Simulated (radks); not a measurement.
Question: Radial electron density D(r) = 4 pi r^2 rho(r) of an atom or ion with 35 electrons. Calculated with a radial shooting solver on a logarithmic mesh with Libxc functionals: Dirac Kohn-Sham, PBE, spin-unpolarised, spherical densities, finite nucleus; Fermi nuclear charge, rms radius of each element as measured or else 0.836 A^(1/3) + 0.57 fm.

```
   r/bohr * D(r) (the largest magnitude, 55.3, reaches the edge; | marks zero)
 0.001763 |*
 0.002003 | *
 0.002295 | *
 0.002608 |  *
 0.002988 |   *
 0.003396 |    *
 0.003891 |     *
 0.004423 |      *
 0.005067 |        *
 0.005759 |          *
 0.006598 |            *
 0.007499 |               *
 0.008523 |                  *
 0.009764 |                     *
   0.0111 |                         *
  0.01271 |                             *
  0.01445 |                                 *
  0.01656 |                                     *
  0.01882 |                                        *
  0.02156 |                                           *
   0.0245 |                                             *
  0.02807 |                                             *
   0.0319 |                                             *
  0.03655 |                                           *
  0.04154 |                                         *
  0.04722 |                                       *
   0.0541 |                                      *
  0.06148 |                                     *
  0.07044 |                                       *
  0.08006 |                                          *
  0.09172 |                                               *
   0.1042 |                                                   *
   0.1194 |                                                      *
   0.1357 |                                                      *
   0.1555 |                                                  *
   0.1768 |                                            *
   0.2009 |                                      *
   0.2302 |                                *
   0.2616 |                              *
   0.2997 |                                *
   0.3406 |                                   *
   0.3902 |                                      *
   0.4435 |                                      *
   0.5081 |                                  *
   0.5775 |                           *
   0.6617 |                   *
    0.752 |             *
   0.8616 |         *
   0.9792 |       *
    1.113 |      *
    1.275 |     *
    1.449 |     *
     1.66 |    *
    1.887 |  *
    2.162 | *
    2.457 |*
    2.815 |*
    3.199 *
    3.666 *
    4.166 *
    4.773 *
    5.425 *
```

What is the nuclear charge?

Answer: Z = 37. The innermost maximum, from 1s, lies near gamma/Z bohr with gamma = sqrt(1 - (Z/c)^2) = 0.963, here 0.026 bohr (found: 0.0283), and its height grows with Z. The density is that of the rubidium ion Rb2+ in [Ar] 3d10 4s2 4p5; the configuration itself is not fixed sharply by these data, and Z only to a few units. D(r) has 3 maxima, at r = 0.0283, 0.126, 0.413 bohr, and minima at 0.0581, 0.264 bohr, inside which lie 2.07, 11.06 electrons.
